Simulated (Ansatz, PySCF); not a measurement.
The pair A = SiH4 (SMILES [SiH4]) (first 5 atoms), B = CH4O (SMILES CO); geometry from B3LYP-D3(BJ)/def2-TZVP.
(charge 0, multiplicity 1):
```csv
atom,x (Å),y (Å),z (Å)
Si,-0.1789,-0.1402,0.2736
H,-1.1339,-0.8896,1.1193
H,-0.3235,1.3151,0.4987
H,-0.5125,-0.4172,-1.1472
H,1.2073,-0.5807,0.5267
C,-0.2547,-0.4168,4.0692
O,0.4293,0.4799,3.2019
H,-0.1398,-0.1334,5.1203
H,0.1948,-1.3975,3.9233
H,-1.3207,-0.4856,3.8298
H,0.0501,1.3591,3.2994
```

Frozen-core correlation. CBS(a, b) extrapolates the correlation energy as X⁻³ and adds the Hartree–Fock energy of set b. MP2 and its Hartree–Fock in aug-cc-pV(T+d)Z are density fitted.

Programs: Ansatz (Gaussian basis) for Hartree–Fock, density functionals and correlated methods; PySCF for the dispersion terms. Values without a source in brackets are computed.

The monomers are drawn apart, rigid, along the line of their centres of mass. Counterpoise-corrected interaction energies (kcal/mol):

```json
[
 {"level": "PBE/def2-TZVPPD", "R = 4.600 Å": "-0.5210", "R = 5.822 Å": "-0.1194"},
 {"level": "PBE-D3(BJ)/def2-TZVPPD", "R = 4.600 Å": "-0.8846", "R = 5.822 Å": "-0.2159"},
 {"level": "wB97M-V/def2-TZVPPD", "R = 4.600 Å": "-0.7805", "R = 5.822 Å": "-0.2099"},
 {"level": "MP2/CBS(aug-cc-pV(D+d)Z, aug-cc-pV(T+d)Z) + ΔCCSD(T)/aug-cc-pV(D+d)Z", "R = 4.600 Å": "-0.7852", "R = 5.822 Å": "-0.2015"}
]
```

**Question.** R is the distance of the centres of mass. Find the local exponent m of E ∝ R⁻ᵐ between the two points.

**Answer.** 
m = ln(E₁/E₂)/ln(R₂/R₁): PBE/def2-TZVPPD 6.3; PBE-D3(BJ)/def2-TZVPPD 6.0; wB97M-V/def2-TZVPPD 5.6; MP2/CBS(aug-cc-pV(D+d)Z, aug-cc-pV(T+d)Z) + ΔCCSD(T)/aug-cc-pV(D+d)Z 5.8. For scale, two fixed dipoles give m = 3, dipole and quadrupole 4, quadrupoles 5, and dispersion or dipole-induced dipole 6 at long range; at these distances several terms mix, and what is left of overlap and damping shifts m, so it need not match one of them.

Ansatz is an electronic-structure program.
